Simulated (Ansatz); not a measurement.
`BCCCl` and `ClCCCl` differ in one atom or group.

Ansatz, PBE0-D4/def2-TZVP geometries, multiplicity 1. Each molecule was computed in one conformer, which needn't be the lowest.

| property | `BCCCl` |
| --- | --- |
| size of the dipole moment (ωB97M-V/def2-TZVPP) / D | 2.19 |
| LUMO energy (PBE/def2-TZVPP) / eV | -2.51 |
| LUMO energy (B3LYP/def2-TZVPP) / eV | -1.70 |
| size of the dipole moment (PBE/def2-TZVPP) / D | 2.14 |
| HOMO energy (PBE0/def2-TZVPP) / eV | -8.34 |
| size of the dipole moment (B3LYP/def2-TZVPP) / D | 2.18 |

**Question.** What does the change do to each property? (An estimate is asked.)

**Answer.** Computed: 
| property | `ClCCCl` | shift |
| --- | --- | --- |
| size of the dipole moment (ωB97M-V/def2-TZVPP) / D | 0.00 | -2.19 |
| LUMO energy (PBE/def2-TZVPP) / eV | -0.85 | 1.66 |
| LUMO energy (B3LYP/def2-TZVPP) / eV | 0.04 | 1.74 |
| size of the dipole moment (PBE/def2-TZVPP) / D | 0.00 | -2.14 |
| HOMO energy (PBE0/def2-TZVPP) / eV | -8.65 | -0.31 |
| size of the dipole moment (B3LYP/def2-TZVPP) / D | 0.00 | -2.18 |

With PBE0 the HOMO falls by 0.31 eV and the LUMO rises by 1.79 eV, so the gap widens by about 2.10 eV. PBE moves the HOMO by -0.31 eV and ωB97M-V by -0.29 eV.

B3LYP here is the variant with VWN-RPA as its local correlation; programs differ in this.
